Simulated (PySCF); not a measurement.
TaF4Br, SMILES [F][Ta]([F])([F])([F])[Br], multiplicity 1. Geometry: PBE-D3(BJ)/def2-SVP. The spin state was assumed, not searched. The def2 effective core potentials stand for the cores of Ta; spin–orbit coupling is left out.

Computed equilibrium geometry at PBE-D3(BJ)/def2-SVP (PySCF confirms it by a frequency run) as bond lengths and angles, and its point group:
point group C2v.
Atoms: Ta1 F2 F3 F4 F5 Br6. Bond lengths (Å): Ta1–F2 1.890, Ta1–F3 1.890, Ta1–F4 1.882, Ta1–F5 1.882, Ta1–Br6 2.426. Bond angles (°): F2–Ta1–F3 152.7, F2–Ta1–F4 85.4, F2–Ta1–F5 85.4, F2–Ta1–Br6 103.6, F3–Ta1–F4 85.4, F3–Ta1–F5 85.4, F3–Ta1–Br6 103.6, F4–Ta1–F5 140.1, F4–Ta1–Br6 110.0, F5–Ta1–Br6 110.0.
